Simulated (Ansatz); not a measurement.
`O=C([SiH3])S`, charge 0, multiplicity 1.

Question: Give a relaxed structure at PBE0-D4/def2-TZVP (Ansatz 0.2.0). (An estimate is asked.)

Answer: Ansatz gave: 
Z-matrix (Å, degrees):
```
Si
C 1 1.927
H 1 1.482 2 107.1
H 1 1.484 2 110.0 3 120.6
H 1 1.482 2 107.1 3 -118.8
S 2 1.785 1 115.2 3 -120.6
O 2 1.201 1 121.5 3 59.4
H 6 1.346 2 95.2 1 -180.0
```
Point group Cs.
